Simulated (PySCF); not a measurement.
PBE on Os⁻ (osmium, charge -1), [Xe] 4f14 5d7 6s2, high-spin 4F determinant. Computed with PySCF 2.14 in aug-cc-pVQZ-PP with ECP60MDF, with a scalar-relativistic core potential.

```
cycle= 1 E= -90.8636940269989  delta_E= -0.0239  |g|= 0.0549  |ddm|= 0.904
cycle= 2 E= -90.8597255595163  delta_E= 0.00397  |g|= 0.102  |ddm|= 0.127
cycle= 3 E= -90.8646449367366  delta_E= -0.00492  |g|= 0.018  |ddm|= 0.154
cycle= 4 E= -90.8649194291934  delta_E= -0.000274  |g|= 0.00266  |ddm|= 0.0513
cycle= 5 E= -90.8649246547562  delta_E= -5.23e-06  |g|= 0.000322  |ddm|= 0.00395
cycle= 6 E= -90.8649247584282  delta_E= -1.04e-07  |g|= 6.53e-06  |ddm|= 0.000879
cycle= 7 E= -90.8649247584905  delta_E= -6.23e-11  |g|= 3.55e-07  |ddm|= 2.15e-05
converged SCF energy = -90.8649247584905  <S^2> = 3.789185  2S+1 = 4.0195448
```

Highest occupied orbital energy: 1.934 eV; ⟨L²⟩ = 12.04; populations by l: s 4.00, p 6.00, d 7.00, f 0.00.

Problem. Can this result be used?

Solution. With care. The calculation finished and met its thresholds. Energies and moments cover only the electrons outside the core potential. Spin-orbit coupling, absent here, splits the open shell strongly. At PBE the highest occupied level has a positive energy, so only the finite basis holds that electron; in a semilocal or global hybrid functional this comes from self-interaction and does not mean that the real anion is unbound.
